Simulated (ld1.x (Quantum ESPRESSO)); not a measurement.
**Zn, TM: configuration errors across variants**

```
Element                 : zinc (Zn)
Generator               : ld1.x (Quantum ESPRESSO) 7.5
Type                    : norm-conserving Troullier–Martins (Kleinman–Bylander form)
Functional              : PBE
Relativity              : fully relativistic
Frozen core             : [Ne] 3s2
Valence charge          : 18
Reference configuration : 3p6 3d10 4s1.75 4p0.25
Partial waves           : 4s (bound): rc 2.10 bohr; 3p (bound): rc 0.85 bohr; 3d (bound): rc 0.95 bohr
Local potential         : the d channel
Core correction         : none
```

Open shells are filled in proportion to 2j + 1 (rel_dist='average').

Occupied shells without a wave of their own: 4p. They enter only through the test configuration that unscreens the potential.

All-electron excitation energies from the reference (eV): (1) 3p6 3d10 4s2 4p0 -1.228; (2) 3p6 3d10 4s1 4p0 8.660; (3) 3p6 3d10 4s0 4p0 27.103; (4) 3p6 3d9 4s2 4p1 11.015; (5) 3p6 3d10 4s1.5 4p0 2.713; (6) 3p6 3d10 4s1 4p1 3.857.

Tests that are not counted but printed errors over 1 eV. “base”: 3p5 3d10 4s2 4p0 (solver errors, printed error -4378 eV). “all radii scaled by about 0.76 (s 1.60, p 0.64, d 0.72 bohr)”: 3p6 3d9 4s2 4p1 (solver errors, printed error -28.2 eV); 3p5 3d10 4s2 4p0 (solver errors, printed error -19.2 eV). “all radii scaled by about 0.83 (s 1.74, p 0.70, d 0.78 bohr)”: 3p6 3d9 4s2 4p1 (solver errors, printed error -28.2 eV); 3p5 3d10 4s2 4p0 (solver errors, printed error -4284 eV). “all radii scaled by about 0.90 (s 1.90, p 0.76, d 0.86 bohr)”: 3p6 3d9 4s2 4p1 (solver errors, printed error -15.2 eV); 3p5 3d10 4s2 4p0 (solver errors, printed error -13.7 eV).

A true bound ghost makes a file unfit for plane-wave use even where its test errors are small: the radial tests pick states by their node count and pass the ghost by. Where a test does run into it, the solver fails or the error is huge.

Errors AE − PS in meV (a dash: test not solved or not reliable):

| change | (1) | (2) | (3) | (4) | (5) | (6) | bound ghosts |
| --- | --- | --- | --- | --- | --- | --- | --- |
| base | +4.0 | +9.3 | -4.7 | -32 | +7.4 | -20 | s |
| all radii scaled by about 0.76 (s 1.60, p 0.64, d 0.72 bohr) | -1.2 | -2.0 | -27 | – | – | +1.7 | s |
| all radii scaled by about 0.83 (s 1.74, p 0.70, d 0.78 bohr) | -0.4 | -1.4 | -25 | – | -0.1 | -2.1 | s |
| all radii scaled by about 0.90 (s 1.90, p 0.76, d 0.86 bohr) | – | +2.3 | -18 | – | +2.7 | -9.1 | s |
| all radii scaled by about 1.09 (s 2.28, p 0.92, d 1.04 bohr) | +8.5 | +21 | +14 | -54 | +15 | -39 | s |
| all radii scaled by about 1.16 (s 2.44, p 0.98, d 1.10 bohr) | +12 | +29 | +23 | – | +21 | -53 | s |
| all radii scaled by about 1.21 (s 2.54, p 1.02, d 1.16 bohr) | +16 | +40 | +38 | -73 | +28 | -70 | s |
| all radii scaled by about 1.32 (s 2.78, p 1.12, d 1.26 bohr) | +23 | +59 | +50 | -80 | +42 | -105 | s |

Problem. Give the same row for: all radii scaled by about 1.37 (s 2.88, p 1.16, d 1.30 bohr).

Solution. +30, +76, +71, -113, +53, -133; bound ghosts: s.
